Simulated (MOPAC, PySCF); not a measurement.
H$_{5}$BN$_{2}$O, SMILES `NB(N)O` (N–B–O–H torsion 180°), neutral singlet in the gas phase. 

Cartesian coordinates (Å):
```xyz
9

N     -1.0598    -0.8505     0.3299
B     -0.1539     0.1721    -0.0342
N      1.2483    -0.0540    -0.0948
O     -0.7061     1.4047    -0.3283
H     -2.0470    -0.6763     0.3676
H     -0.7926    -1.7869     0.5654
H      1.6686    -0.9401     0.1154
H      1.9144     0.6515    -0.3486
H     -0.0719     2.0795    -0.5724
```
Charge 0, spin multiplicity 1.

All levels are single points at this geometry (CAM-B3LYP-D3(BJ)/def2-TZVP); Pople sets use spherical d functions. Orbital energies aren't observables, and empty levels follow the basis.

B3LYP/3-21G in PySCF gives gap (eV) = 8.29.

Question: Estimate the gap (eV) from each of these levels: CAM-B3LYP-D3(BJ)/def2-TZVP in PySCF; TPSSh-D3(BJ)/def2-TZVP in PySCF; B3LYP/6-311+G** in PySCF; BP86/6-31G* in PySCF; M06-2X/6-31G* in PySCF; PBE/6-31G* in PySCF; SVWN5/6-31G* in PySCF; HF/6-31G* in PySCF; HF/STO-3G in PySCF; AM1 in MOPAC; PM3 in MOPAC; PM6 in MOPAC.

Answer: 
```json
[
 {"level": "CAM-B3LYP-D3(BJ)/def2-TZVP in PySCF", "gap (eV)": "9.68"},
 {"level": "TPSSh-D3(BJ)/def2-TZVP in PySCF", "gap (eV)": "6.44"},
 {"level": "B3LYP/6-311+G** in PySCF", "gap (eV)": "6.24"},
 {"level": "BP86/6-31G* in PySCF", "gap (eV)": "6.20"},
 {"level": "M06-2X/6-31G* in PySCF", "gap (eV)": "10.94"},
 {"level": "PBE/6-31G* in PySCF", "gap (eV)": "6.03"},
 {"level": "SVWN5/6-31G* in PySCF", "gap (eV)": "6.00"},
 {"level": "HF/6-31G* in PySCF", "gap (eV)": "15.83"},
 {"level": "HF/STO-3G in PySCF", "gap (eV)": "20.01"},
 {"level": "AM1 in MOPAC", "gap (eV)": "11.97"},
 {"level": "PM3 in MOPAC", "gap (eV)": "10.85"},
 {"level": "PM6 in MOPAC", "gap (eV)": "11.15"}
]
```
